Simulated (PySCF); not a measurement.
**Potential energy of GeS along the bond**

Set-up: basis Ge x2c-SVPall, S x2c-SVPall; spin-free X2C with a Gaussian nucleus; PySCF 2.14. Energies in eV from Ge + S in their ground configurations at the same level. State: ¹Σ⁺ (singlet), closed shell.

Curves on a restricted Hartree–Fock reference rise too fast on stretching and do not dissociate correctly.

```
R (Å)   TPSSh     PBE  RHF-CCSD(T)
1.736  -3.896  -4.085             
1.817  -4.863  -5.086       -4.311
1.898  -5.403  -5.660       -4.870
1.958  -5.601  -5.883       -5.079
2.019  -5.665  -5.973       -5.152
2.080  -5.625  -5.959       -5.123
2.160  -5.454  -5.822       -4.968
2.261  -5.109  -5.519       -4.648
2.382  -4.581  -5.042       -4.165
2.544  -3.797  -4.321
```

Put a parabola through the three lowest points of the TPSSh curve and estimate Re, k and ωe (reduced mass 22.32 u; 1 eV/Å² = 0.16022 mdyn/Å; ωe = 1302.8·√(k/μ) cm⁻¹).

Through R = 1.958, 2.019, 2.08 Å the second-order coefficient is 14.0 eV/Å², so Re ≈ 2.026 Å, k ≈ 4.48 mdyn/Å and ωe ≈ 584 cm⁻¹. A polynomial fit of higher order to the unrounded TPSSh energies gives Re = 2.024 Å, k = 4.39 mdyn/Å, ωe = 578 cm⁻¹; anharmonicity and rounding make the difference.

The higher-order fit for each curve: TPSSh: Re = 2.024 Å, ωe = 578 cm⁻¹, De = 5.66 eV; PBE: Re = 2.040 Å, ωe = 558 cm⁻¹, De = 5.98 eV; RHF-CCSD(T): Re = 2.030 Å, ωe = 569 cm⁻¹, De = 5.15 eV.

Correlated steps freeze 14 core orbitals. Correlated levels converge slowly with the basis: in double zeta they bind strong bonds too weakly, by up to about 1 eV, and carry superposition errors of some tenths. Where the molecule has an RHF reference, its open-shell atoms are computed with UHF. The CCSD T1 diagnostic is raised, a sign that a single reference may not be enough here.
